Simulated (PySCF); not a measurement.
Spinor energies of P (phosphorus, neutral)

Start: [Ne] 3s1 3p4; 3s1/2 filled at m_j = +1/2; 3p1/2 filled at m_j = +1/2; 3p3/2 filled at m_j = -1/2, +1/2, +3/2. Calculated with PySCF 2.14 in x2c-SVPall-2c with one added diffuse shell each of s, p type (5s5p1d, 25 functions): generalised Hartree-Fock with the X2C-1e Hamiltonian and a Gaussian nucleus; one run each with spin-orbit coupling (SO) switched off, then screened by Boettger's factors. This is a chosen level, not necessarily the ground level.

```
spinor shell  electrons  ε, spin-free (eV)  ε, screened SO (eV)  weight of nominal j (screened SO)  rms radius, screened SO (bohr)
       1s1/2          2            -2182.8              -2182.8                              1.000                           0.120
       2s1/2          2            -206.96              -206.95                              1.000                           0.561
       2p1/2          2            -148.96              -149.98                              0.802                           0.538
       3s1/2          1            -24.401              -24.390                              1.000                            2.02
       3p3/2          3            -10.528              -11.890                              0.663                            2.43
       3p1/2          1            -10.528               -6.436                              0.662                            3.03
```

Task: Where does 2p3/2 lie, and what is the 2p spin-orbit splitting (screened SO)?

Result: At -148.44 eV, 1.539 eV above 2p1/2.

```tsv
quantity	spin-free	screened SO
E (hartree)	-341.11177	-341.11250
M_J	5/2	5/2
⟨J²⟩	8.803	8.803
⟨L²⟩	2.002	2.002
⟨S²⟩	3.801	3.800
```

Each row is a mean over spinors that exchange with the open shell spreads, by up to 1.486 eV (2p3/2).

Rows whose weight is well below 1 are mixtures of j = l ± 1/2: exchange outweighs spin-orbit coupling there, and the label is only the starting occupation.

⟨J²⟩ departs a little from M_J(M_J + 1) because the unrestricted spinors polarise the closed shells.

Without spin-orbit coupling the j labels of p, d and f shells carry no meaning; the spin-free column gives the mean over the occupied spinors of each nl shell.
